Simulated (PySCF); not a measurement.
# A survey of ³¹P NMR shifts

PySCF 2.14 calculation with geometry from GFN2-xTB and PBE0/pcSseg-1 with gauge-including orbitals; fast rotation and ring inversion assumed for equivalent nuclei, single conformer, no relativistic terms, no solvent.

Shieldings were converted by a linear fit to measured shifts: ³¹P: δ = 270.09 − 0.828σ (rms 18.1 ppm, 64 shifts vs H3PO4, solution or neat liquid). A few per cent of atoms miss by over 2 rms, more outside the fitted compound classes.

Q: Give the ³¹P shifts of `CC#CP(C)c1ccsc1`, `C#Cc1pcc(C(C)C)s1`, `Cc1cpcpc1`, `[SiH3]P(P)P`, `CC#CP(C)c1cccs1`.

A: 
```tsv
compound	environment	δ (ppm)
CC#CP(C)c1ccsc1	phosphorus bonded to 3 C	-56.9
C#Cc1pcc(C(C)C)s1	phosphorus bonded to 2 C, in a 5-membered ring	234.5
Cc1cpcpc1	phosphorus bonded to 2 C, in a 6-membered ring (×2)	230.2
[SiH3:1][P:2]([PH2:3])[PH2:4]	P3/4: phosphorus bonded to P, 2 H (×2)	-169.2
[SiH3:1][P:2]([PH2:3])[PH2:4]	P2: phosphorus bonded to 2 P, Si	-180.7
CC#CP(C)c1cccs1	phosphorus bonded to 3 C	-50.9
```
